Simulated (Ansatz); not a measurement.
System: CeO₂, net charge 0, triplet state. The spin state was set by rule; other spins were not relaxed. 
Geometry from a B3LYP-D3(BJ)/def2-TZVP (Ansatz, a program for electronic structure) optimisation:
```
Ce
O 1 1.9124
O 1 1.9124 2 155.33
```
Charge 0, spin multiplicity 3.

Total electronic energies in hartree. Correlated levels leave the core frozen unless marked. Open shells are spin-unrestricted. Spin-orbit coupling is left out. Frozen are the shells of the preceding noble gas and the d and f shells that filled before the atom's block. In def2 rows, elements after Kr have scalar-relativistic effective core potentials. 

The UHF reference is spin-contaminated (<S^2> 0.16 over the pure value in the largest basis). The Hartree-Fock reference is unstable (checked in the largest basis), which strains HF and MP2. The T1 diagnostic of CCSD in the largest basis is 0.046, which is high, so the coupled-cluster rows are less sure than usual.

| level | program | energy (Eh) |
|---|---|---|
| SVWN5/def2-TZVP | Ansatz | -623.98535 |
| BLYP-D4/def2-TZVP | Ansatz + dftd4 | -625.55682 |
| revPBE-D4/def2-TZVP | Ansatz + dftd4 | -625.61918 |
| B3LYP-D4/def2-TZVP | Ansatz + dftd4 | -625.67857 |
| PBE0/def2-SVP | Ansatz | -625.20388 |
| PBE0-D3(BJ)/def2-TZVP | Ansatz + dftd3 | -625.39554 |
| PBE0/def2-TZVP | Ansatz | -625.39431 |
| BHLYP-D3(BJ)/def2-TZVP | Ansatz + dftd3 | -625.35935 |
| CAM-B3LYP-D3(BJ)/def2-TZVP | Ansatz + dftd3 | -625.51858 |
| CAM-B3LYP-D4/def2-TZVP | Ansatz + dftd4 | -625.51872 |
| CAM-B3LYP/def2-TZVP | Ansatz | -625.51722 |
| B2PLYP-D4/def2-TZVP | Ansatz + dftd4 | -625.04145 |
| B2PLYP/def2-TZVP | Ansatz | -625.04032 |
| PBE-QIDH/def2-TZVP | Ansatz | -624.90212 |

Totals of different functionals don't rank their quality; only differences between species are comparable.
